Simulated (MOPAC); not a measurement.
Job for MOPAC: PM7 on YO, 2S+1 = 2, a spin state set in the input, which need not be the lowest, a point of a bond scan (R = 1.743 Å).

```
PM7 1SCF PRECISE CHARGE=0 UHF MS=0.5 THREADS=1
OY

Y      0.00000000 1     0.00000000 1     0.00000000 1
O      0.00000000 1     0.00000000 1     1.74256200 1
```

The log:

```
*******************************************************************************
 **                                                                           **
 **                              MOPAC v23.2.5                                **
 **                                                                           **
 *******************************************************************************
 ** MOPAC's Digital Object Identifier: https://doi.org/10.5281/zenodo.6511958 **
 **                                                                           **
 ** Please cite the open-source release paper for use of this MOPAC version:  **
 ** J. E. Moussa and J. J. P. Stewart (2026)                                  **
 ** MOPAC: An open-source semiempirical molecular orbital program             **
 ** J. Open Source Softw., 11(119), 8025, https://doi.org/10.21105/joss.08025 **
 *******************************************************************************

                              PM7 CALCULATION RESULTS

 *******************************************************************************
 *  PM7        - The PM7 Hamiltonian to be used
 *  UHF        - UNRESTRICTED HARTREE-FOCK CALCULATION
 *
 *
 *
 *                 CHARGE ON SYSTEM = 0
 *
 *
 *
 *  MS=        - IN MECI, MAGNETIC COMPONENT OF SPIN =  0.5
 *  PRECISE    - TIGHTER CRITERIA TO BE USED
 *  1SCF       - DO 1 SCF AND THEN STOP
 *  THREADS=1  - MULTI-THREADING NOT USED
 *  T=         - A TIME OF 172800.0 SECONDS REQUESTED
 *  DUMP=N     - RESTART FILE WRITTEN EVERY 7200.0 SECONDS REQUESTED
 *******************************************************************************
PM7 1SCF PRECISE CHARGE=0 UHF MS=0.5 THREADS=1
 OY

   ATOM   CHEMICAL          X               Y               Z
  NUMBER   SYMBOL      (ANGSTROMS)     (ANGSTROMS)     (ANGSTROMS)

     1       Y          0.00000000  *   0.00000000  *   0.00000000  *
     2       O          0.00000000  *   0.00000000  *   1.74256200  *



          CARTESIAN COORDINATES

    NO.       ATOM           X           Y           Z

     1         Y          0.0000      0.0000      0.0000
     2         O          0.0000      0.0000      1.7426

 General Reference for PM7:
 "Optimization of Parameters for Semiempirical Methods VI: More Modifications to the
 NDDO Approximations and Re-optimization of Parameters", J. J. P. Stewart, J. Mol. Mod., 1:32, 19 (2013)
 https://link.springer.com/article/10.1007/s00894-012-1667-x

           Empirical Formula: O Y  =     2 atoms



      MOLECULAR POINT GROUP   :   C*v


          UHF CALCULATION, NO. OF ALPHA ELECTRONS =    5
                           NO. OF BETA  ELECTRONS =    4

 -------------------------------------------------------------------------------
 PM7 1SCF PRECISE CHARGE=0 UHF MS=0.5 THREADS=1
 OY



     1SCF WAS SPECIFIED, SO BFGS WAS NOT USED
     SCF FIELD WAS ACHIEVED


                              PM7 CALCULATION
                                                       MOPAC v23.2.5 Linux




          FINAL HEAT OF FORMATION =        -27.68852 KCAL/MOL =    -115.84875 KJ/MOL


          COSMO AREA              =        146.11 SQUARE ANGSTROMS
          COSMO VOLUME            =        165.08 CUBIC ANGSTROMS

          IONIZATION POTENTIAL    =          6.514043 EV
          ALPHA SOMO LUMO (EV)    =         -6.514  0.682
          BETA  SOMO LUMO (EV)    =         -9.178 -0.185
          NO. OF ALPHA ELECTRONS  =          5
          NO. OF BETA  ELECTRONS  =          4
          MOLECULAR WEIGHT        =        104.9053         POINT GROUP:  C*v

          MOLECULAR DIMENSIONS (Angstroms)

            Atom       Atom       Distance
            O     2    Y     1     1.74256
            O     2    Y     1     0.00000
            Y     1    O     2     0.00000


          SCF CALCULATIONS        =          1





   ATOM   CHEMICAL          X               Y               Z
  NUMBER   SYMBOL      (ANGSTROMS)     (ANGSTROMS)     (ANGSTROMS)

     1       Y          0.00000000  *   0.00000000  *   0.00000000  *
     2       O          0.00000000  *   0.00000000  *   1.74256200  *

                             CARTESIAN COORDINATES

   1    Y        0.000000000     0.000000000     0.000000000
   2    O        0.000000000     0.000000000     1.742562000


           Empirical Formula: O Y  =     2 atoms



      MOLECULAR POINT GROUP   :   C*v


          ALPHA EIGENVALUES
 -21.66444 -10.14236  -9.07222  -9.07222  -6.51404   0.68240   0.68240   0.81933
   0.81933   0.91590   3.00357   3.00357   6.96713


           BETA EIGENVALUES
 -21.91334  -9.99412  -9.17808  -9.17808  -0.18472   1.55198   1.55198   1.90923
   1.90923   2.11282   3.64624   3.64624   7.73544


              NET ATOMIC CHARGES AND DIPOLE CONTRIBUTIONS

  ATOM NO.   TYPE          CHARGE      No. of ELECS.   s-Pop       p-Pop       d-Pop
    1          Y           1.200461        1.7995     0.86087     0.92198     0.01669
    2          O          -1.200461        7.2005     1.83742     5.36304
 DIPOLE           X         Y         Z       TOTAL
 POINT-CHG.     0.000     0.000   -10.048    10.048
 HYBRID        -0.000    -0.000     1.669     1.669
 SUM           -0.000    -0.000    -8.378     8.378


          ATOMIC ORBITAL ELECTRON POPULATIONS

     Atom    s        px        py        pz      x^2-y^2     xz        z^2       yz        xy
    1  Y   0.86087   0.17580   0.17580   0.57037   0.00000   0.00125   0.01420   0.00125   0.00000
    2  O   1.83742   1.82295   1.82295   1.71714


                    (SZ)    =    0.500000
                    (S**2)  =    0.754951


          ATOMIC ORBITAL SPIN POPULATIONS

    Atom   Total    s     px     py     pz   x^2-y^2  xz     z^2    yz     xy
         Atomic
    1  Y  1.0651  0.752  0.020  0.020  0.266  0.000 -0.001  0.007 -0.001  0.000
    2  O -0.0651  0.000 -0.020 -0.020 -0.026

 **********************
 *                    *
 * JOB ENDED NORMALLY *
 *                    *
 **********************




 == MOPAC DONE ==
```

The run finished.

Cost: around 0.03 core-seconds (rough).
